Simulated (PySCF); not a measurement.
C2H5BeBr, SMILES C[CH2][Be][Br].

The structure is a stationary point at B3LYP-D3(BJ)/def2-SVP. The structure was generated by enumeration; whether it is a known compound was not checked. The values are those of a single conformer.

These are CAM-B3LYP/def2-TZVPD run with PySCF values and carry that method's errors.

Isolated molecule, no solvent.

Computed frontier levels, gap, dipole moment and polarisability:
```
Item                                                                                                           Result
---------------------------------------------------------------------------------------------  ----------------------
highest occupied level                                                                                       -9.58 eV
lowest empty level                                                                                            0.25 eV
orbital gap                                                                                                   9.84 eV
dipole moment                                                                                                  1.22 D
quadrupole, principal values (traceless, Buckingham form, about the centre of nuclear charge)   -2.94, 1.18, 1.76 D·Å
mean static polarisability                                                                       61.8 bohr³ (9.16 Å³)
polarisability, principal values                                                               53.4, 56.6, 75.5 bohr³
```
